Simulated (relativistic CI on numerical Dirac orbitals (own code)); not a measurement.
# Sn²²⁺: q coefficients and field-shift factors

Method of calculation: Dirac-Coulomb-Breit CI, KLI orbitals optimised for each configuration, derivatives by finite differences, unscaled Slater integrals, QED left out (own radial code, finite nucleus).

Configurations in the expansion (outside the closed core [Ne] 3s2): 3p⁶3d¹⁰, 3p⁶3d⁹4s, 3p⁶3d⁹4p, 3p⁶3d⁹4d, 3p⁶3d⁹4f, 3p⁶3d⁸4s², 3p⁵3d¹⁰4s, 3p⁶3d⁸4s4p. Levels of other configurations are missing.

With x = (α/α₀)² − 1 an excitation energy changes as ω = ω₀ + qx; K = 2q/ω₀ is the relative enhancement. Terms are leading LS components, so labels can repeat. The field-shift factor is F = δν/δ⟨r²⟩ for the transition from the lowest level.

Lowest level 3p⁶3d¹⁰ ¹S0.

```csv
Level,ω₀ (cm⁻¹),q (cm⁻¹),K,F (GHz/fm²)
3p⁶3d⁹4s ³D3,3584693,-212300,-0.118,150
3p⁶3d⁹4s ¹D2,3592299,-211100,-0.118,149
3p⁶3d⁹4s ³D1,3656356,-140900,-0.0771,150
3p⁶3d⁹4s ³D2,3662257,-141300,-0.0772,150
3p⁶3d⁹4p ³P°2,3946430,-184000,-0.0933,18.3
3p⁶3d⁹4p ³F°3,3955259,-187300,-0.0947,18
3p⁶3d⁹4p ³F°2,4021185,-115100,-0.0573,18.5
3p⁶3d⁹4p ³P°1,4029375,-105100,-0.0522,18.2
3p⁶3d⁹4p ³F°4,4045363,-81060,-0.0401,15.4
3p⁶3d⁹4p ¹D°2,4056636,-85210,-0.042,15.8
3p⁶3d⁹4p ¹P°1,4061208,-86320,-0.0425,16.4
3p⁶3d⁹4p ³D°3,4066901,-80840,-0.0398,15.4
3p⁶3d⁹4p ³P°0,4100326,-8983,-0.00438,16.3
3p⁶3d⁹4p ³F°3,4123697,-10140,-0.00492,16
3p⁶3d⁹4p ³D°1,4125431,-14470,-0.00701,16.1
3p⁶3d⁹4p ³D°2,4135548,-10750,-0.0052,16
3p⁶3d⁹4d ³S1,4617494,-64930,-0.0281,16.9
3p⁶3d⁹4d ³G4,4639427,-71610,-0.0309,16.9
3p⁶3d⁹4d ³P2,4644528,-69730,-0.03,16.9
3p⁶3d⁹4d ¹P1,4652373,-56340,-0.0242,17
3p⁶3d⁹4d ³G5,4652804,-53110,-0.0228,17
3p⁶3d⁹4d ³F3,4653243,-69930,-0.0301,16.9
3p⁶3d⁹4d ³D3,4668933,-52510,-0.0225,17
```

At this charge energies of transitions that change n are usually good to better than 1 %, and those within a shell (Δn = 0) to a few per cent.
